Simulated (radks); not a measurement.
The numbers below are computed, except where a source is named.
Q: The silver ion Ag34+, configuration [Ne] 3s2 3p1. Code: a radial shooting solver on a logarithmic mesh with Libxc functionals. Model: Dirac Kohn-Sham, PBE, spin-unpolarised, spherical densities, finite nucleus; open shells fill j = l - 1/2 first; Fermi nuclear charge, rms radius 4.5454 fm. Some entries of the table are withheld. Estimate them.

| orbital | occ. | eigenvalue (eV) | <1/r> (bohr^-1) | r(max) (bohr) |
|---|---|---|---|---|
| 1s1/2 | 2 | -27271.15 | (1) | 0.02015 |
| 2s1/2 | 2 | -5586.212 | 11.58 | 0.1132 |
| 2p1/2 | 2 | -5347.090 | 11.52 | 0.08744 |
| 2p3/2 | 4 | -5165.995 | 10.84 | 0.09159 |
| 3s1/2 | 2 | -2199.905 | 4.663 | 0.3062 |
| 3p1/2 | 1 | -2116.229 | 4.603 | 0.2892 |
| 3p3/2 | 0 | -2071.290 | 4.427 | 0.2966 |
| 3d3/2 | 0 | -1952.715 | 4.300 | 0.2329 |
| 3d5/2 | 0 | -1942.099 | 4.254 | 0.2349 |
| 4s1/2 | 0 | -1163.746 | (2) | 0.6083 |

A: 
(1) 1s1/2 <1/r> (bohr^-1): 49.45
(2) 4s1/2 <1/r> (bohr^-1): 2.489
